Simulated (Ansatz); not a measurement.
Geometry optimisation, RKS r2SCAN-D4/def2-SVP in Ansatz.

input.yaml

```yaml
crystal:
  periodic: [false, false, false]
  atoms:
    - { symbol: Ta, position_ang: [-0.673764, -0.457011, 0.170411] }
    - { symbol: Cl, position_ang: [2.772036, 0.811173, 0.335868] }
    - { symbol: F, position_ang: [-0.778181, -0.343211, 2.049234] }
    - { symbol: F, position_ang: [-0.15995, -0.614637, -1.636377] }
    - { symbol: "N", position_ang: [-0.610309, 1.491548, 0.041858] }
    - { symbol: H, position_ang: [-0.614587, 2.104851, 0.854853] }
    - { symbol: H, position_ang: [-0.375423, 1.997552, -0.810461] }
    - { symbol: F, position_ang: [-2.313088, -1.341043, -0.050068] }
    - { symbol: H, position_ang: [0.800699, -1.425851, 0.509649] }
    - { symbol: H, position_ang: [2.383868, -0.45757, 0.480833] }
basis:
  gaussian: { orbitals: def2-SVP }
hamiltonian:
  xc: r2scan
  dispersion: d4
relax:
  f_tol: 0.03
  max_steps: 50
```

Command:

```bash
$ ansatz run input.yaml --threads 4 --pin off --max-ram 5120MiB --backend cpu --events-out ev --progress --plain --runs-dir out
```

Task: Where does it end, and by what steps?

Result: The forces met the threshold. After 10 steps the energy has fallen by 0.082 eV; Cl2 moved furthest, 0.53 Å.

```
step  energy less start (eV)  largest force component (eV/Å)  accepted
   0                  0.0000                           0.941       yes
   1                 -0.0204                           1.029       yes
   2                 -0.0319                           0.630       yes
   3                 -0.0229                           0.970        no
   4                 -0.0672                           0.230       yes
   5                 -0.0778                           0.134       yes
   6                 -0.0804                           0.077       yes
   7                 -0.0811                           0.108       yes
   8                 -0.0815                           0.044       yes
   9                 -0.0818                           0.030       yes
  10                 -0.0821                           0.022       yes
```

```xyz
10
Properties=species:S:1:pos:R:3
Ta -0.750 -0.457 0.165
Cl 3.258 0.611 0.346
F -0.926 -0.373 2.040
F -0.270 -0.629 -1.650
N -0.573 1.483 0.066
H -0.740 2.112 0.851
H -0.421 1.995 -0.803
F -2.336 -1.452 -0.043
H 0.828 -1.205 0.500
H 2.361 -0.318 0.475
```

Whether the end is a true minimum wasn't checked by a vibrational analysis.

The run took 41 s on 4 threads of Arm Neoverse V2, on a shared host, peak memory 0.23 GiB.
